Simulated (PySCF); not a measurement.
SMILES C[Si@@H]1CC[Si@@H]1[SiH2]P, C₃H₁₃PSi₃

Molfile (atoms numbered from 1):
```
C3H13PSi3
     RDKit          3D

 20 20  0  0  0  0  0  0  0  0999 V2000
   -1.6542    2.0802   -0.2910 C   0  0  0  0  0  0  0  0  0  0  0  0
   -1.3032    0.3900   -1.0948 Si  0  0  2  0  0  4  0  0  0  0  0  0
   -2.0748   -1.0917   -0.1354 C   0  0  0  0  0  0  0  0  0  0  0  0
   -0.8189   -1.8500    0.3541 C   0  0  0  0  0  0  0  0  0  0  0  0
    0.6106   -0.7789   -0.3855 Si  0  0  2  0  0  4  0  0  0  0  0  0
    2.1258   -0.0050    1.2081 Si  0  0  0  0  0  4  0  0  0  0  0  0
    3.9956    0.8352    0.3083 P   0  0  0  0  0  0  0  0  0  0  0  0
   -1.3708    2.0844    0.7573 H   0  0  0  0  0  0  0  0  0  0  0  0
   -1.0979    2.8696   -0.7867 H   0  0  0  0  0  0  0  0  0  0  0  0
   -2.7080    2.3373   -0.3483 H   0  0  0  0  0  0  0  0  0  0  0  0
   -1.7652    0.4599   -2.4943 H   0  0  0  0  0  0  0  0  0  0  0  0
   -2.6903   -1.7288   -0.7680 H   0  0  0  0  0  0  0  0  0  0  0  0
   -2.7069   -0.7919    0.6992 H   0  0  0  0  0  0  0  0  0  0  0  0
   -0.8166   -2.8784   -0.0019 H   0  0  0  0  0  0  0  0  0  0  0  0
   -0.7917   -1.9049    1.4418 H   0  0  0  0  0  0  0  0  0  0  0  0
    1.3171   -1.5567   -1.4310 H   0  0  0  0  0  0  0  0  0  0  0  0
    2.6227   -0.9750    2.1964 H   0  0  0  0  0  0  0  0  0  0  0  0
    1.5894    1.1185    1.9929 H   0  0  0  0  0  0  0  0  0  0  0  0
    3.3444    1.5983   -0.6413 H   0  0  0  0  0  0  0  0  0  0  0  0
    4.1874   -0.2014   -0.5830 H   0  0  0  0  0  0  0  0  0  0  0  0
  1  2  1  0
  2  3  1  0
  3  4  1  0
  4  5  1  0
  5  6  1  0
  6  7  1  0
  5  2  1  0
  1  8  1  0
  1  9  1  0
  1 10  1  0
  2 11  1  6
  3 12  1  0
  3 13  1  0
  4 14  1  0
  4 15  1  0
  5 16  1  6
  6 17  1  0
  6 18  1  0
  7 19  1  0
  7 20  1  0
M  END
```

Level of theory: TDDFT PBE0/def2-SVPD circular dichroism and optical rotation, one conformer, gas phase (PySCF 2.14.0). Geometry: GFN2-xTB.

The molecule is flexible and this is one conformer; a measurement averages over conformers. States above about 6.9 eV (minus the energy of the highest occupied orbital) lie near or above the ionisation threshold and depend on the basis.

Stereocentres: Si2 R, Si5 S.

Question: What is the specific rotation at 633, 589.3, 546, 436, 405, 365, 355 nm?

Answer: [α] in deg dm⁻¹ (g/mL)⁻¹:
| λ (nm) | origin-invariant length gauge | modified velocity gauge | length gauge (centre of mass) | isotropic polarisability (au) |
| --- | --- | --- | --- | --- |
| 633 | -306.8 | -312.9 | -307.0 | 158.9 |
| 589.3 | -363.1 | -370.2 | -363.4 | 159.9 |
| 546 | -436.6 | -445.1 | -437.0 | 161.2 |
| 436 | -781.8 | -795.8 | -782.4 | 166.9 |
| 405 | -962.7 | -979.4 | -963.4 | 169.6 |
| 365 | -1318.1 | -1339.7 | -1319.0 | 174.5 |
| 355 | -1440.8 | -1463.9 | -1441.7 | 176.1 |

Question: And for the mirror image at 589.3 nm?

Answer: +363.1 deg dm⁻¹ (g/mL)⁻¹ (origin-invariant length gauge): the same size and the opposite sign.

Question: What is the molar rotation [Φ] = [α]·M/100 of the geometry above at 589.3 nm?

Answer: With M = 164.37 g/mol, -596.8 deg cm² dmol⁻¹ (origin-invariant length gauge).

The first excitation lies at 5.06 eV (245 nm) with R = -6.0 × 10⁻⁴⁰ esu² cm² (velocity form).
